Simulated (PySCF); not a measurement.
C₈H₈.
Cartesian coordinates in Å at the GFN2-xTB level; atoms count from 1:
```
atom  x, y, z in Å
C1     2.524   -0.033    0.335
C2     1.384   -0.279   -0.627
C3     0.068   -0.772   -0.131
C4    -1.054   -1.352    0.365
C5    -2.159   -0.479    0.393
C6    -2.085    0.835   -0.032
C7    -0.898    1.411   -0.527
C8     0.142    0.540   -0.555
H9     3.190    0.733   -0.059
H10    3.097   -0.948    0.480
H11    2.144    0.298    1.299
H12    1.708   -0.614   -1.611
H13   -1.132   -2.372    0.714
H14   -3.103   -0.852    0.765
H15   -2.973    1.449    0.021
H16   -0.860    2.444   -0.841
```

The closed-shell SCF was solved with PySCF and density fitting under several settings on one GFN2-xTB geometry (grid level 2 and gas phase unless stated).

| settings | basis functions | SCF cycles | E (Eh) | HOMO (eV) | LUMO (eV) | dipole (D) |
| --- | --- | --- | --- | --- | --- | --- |
| PBE0/pcSseg-1 | 176 | 13 | -309.1598 | -6.82 | -0.30 | 0.29 |
| PBE0/def2-SVPD | 224 | 13 | -308.9939 | -6.81 | -0.35 | 0.29 |
| B3LYP/cc-pVDZ, grid level 4 | 152 | 13 | -309.5865 | -6.41 | -0.25 | 0.27 |
| LDA/pcSseg-1, start guess sap | 176 | 16 | -306.6789 | -6.04 | -1.43 | 0.28 |
| HF/MINI, energy threshold 1e-07 Eh | 48 | 8 | -304.9661 | -11.12 | 2.10 | 0.12 |
| PBE0/pcseg-1 | 152 | 12 | -309.1354 | -6.85 | -0.34 | 0.31 |
| mPW1PW91/pcSseg-1, IEF-PCM water | 176 | 12 | -309.4667 | -6.92 | -0.39 | 0.40 |

**Question.** Estimate the rows for these settings: (1) LDA/IGLO-II, damping 0.2 at the start, DIIS from the seventh cycle; (2) WP04/pcSseg-1.

**Answer.** 
```tsv
settings	basis functions	SCF cycles	E (Eh)	HOMO (eV)	LUMO (eV)	dipole (D)
LDA/IGLO-II, damping 0.2 at the start, DIIS from the seventh cycle	224	18	-306.7987	-6.00	-1.39	0.25
WP04/pcSseg-1	176	14	-317.3043	-7.89	-2.31	0.32
```

**Question.** Over all rows, what range does the HOMO–LUMO gap span?

**Answer.** From 4.61 eV to 13.22 eV.

**Question.** And the dipole moment?

**Answer.** From 0.12 D (HF/MINI, energy threshold 1e-07 Eh) to 0.40 D (mPW1PW91/pcSseg-1, IEF-PCM water); the largest is 3.33 times the smallest, and the median is 0.29 D.

**Question.** Compare two rows with the functional PBE0: PBE0/pcSseg-1 and PBE0/def2-SVPD. Which energy is lower, and by how much?

**Answer.** PBE0/pcSseg-1 (176 functions) lies 0.1659 Eh or 104 kcal/mol below PBE0/def2-SVPD (224 functions). The smaller set gives the lower energy; the two sets aren't nested, so the variational bound doesn't order them by size.

Cycle counts include a coarse-grid stage where the run had one. WP04 was designed for NMR shieldings or shifts; total energies of different functionals aren't comparable. Geometry: GFN2-xTB; no vibrations or thermal averaging.
